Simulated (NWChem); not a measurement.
C3HFO3; SMILES O=C1OC(=CF)O1

```xyz
8

O      0.3038     2.6032     0.0000
C      0.0975     1.4513     0.0000
O      0.9212     0.3484     0.0000
C     -0.2322    -0.3922     0.0000
C     -0.5017    -1.6891     0.0000
F      0.4590    -2.5995     0.0000
O     -1.0592     0.7048     0.0000
H     -1.5277    -2.0600     0.0000
```
Atoms are numbered in this order, from 1.

Level: PBE0/def2-SVP (NWChem), optimised geometry, unscaled harmonic frequencies. 

List the harmonic frequencies with IR intensities, and the thermochemistry.


```json
[
 {"frequency (cm⁻¹)": "140", "IR intensity (km/mol)": "0.9"},
 {"frequency (cm⁻¹)": "169", "IR intensity (km/mol)": "2.7"},
 {"frequency (cm⁻¹)": "335", "IR intensity (km/mol)": "2.2"},
 {"frequency (cm⁻¹)": "462", "IR intensity (km/mol)": "0.2"},
 {"frequency (cm⁻¹)": "549", "IR intensity (km/mol)": "3.6"},
 {"frequency (cm⁻¹)": "611", "IR intensity (km/mol)": "0.4"},
 {"frequency (cm⁻¹)": "788", "IR intensity (km/mol)": "0.6"},
 {"frequency (cm⁻¹)": "793", "IR intensity (km/mol)": "6.9"},
 {"frequency (cm⁻¹)": "805", "IR intensity (km/mol)": "51.9"},
 {"frequency (cm⁻¹)": "938", "IR intensity (km/mol)": "115.9"},
 {"frequency (cm⁻¹)": "968", "IR intensity (km/mol)": "85.0"},
 {"frequency (cm⁻¹)": "1118", "IR intensity (km/mol)": "25.6"},
 {"frequency (cm⁻¹)": "1225", "IR intensity (km/mol)": "153.7"},
 {"frequency (cm⁻¹)": "1301", "IR intensity (km/mol)": "276.3"},
 {"frequency (cm⁻¹)": "1401", "IR intensity (km/mol)": "128.5"},
 {"frequency (cm⁻¹)": "1902", "IR intensity (km/mol)": "183.3"},
 {"frequency (cm⁻¹)": "2109", "IR intensity (km/mol)": "683.6"},
 {"frequency (cm⁻¹)": "3262", "IR intensity (km/mol)": "12.6"}
]
```

```
Property                                                                            Value
-----------------------------------------------------------------------  ----------------
zero-point energy                                                           27.0 kcal/mol
thermal correction to the enthalpy at 298.15 K (with zero-point energy)     31.0 kcal/mol
heat capacity Cv                                                         18.4 cal/(mol K)
entropy at 298.15 K and 1 atm (symmetry number 1)                        75.9 cal/(mol K)
dipole moment                                                                      2.39 D
```

Rigid rotor and harmonic oscillator.
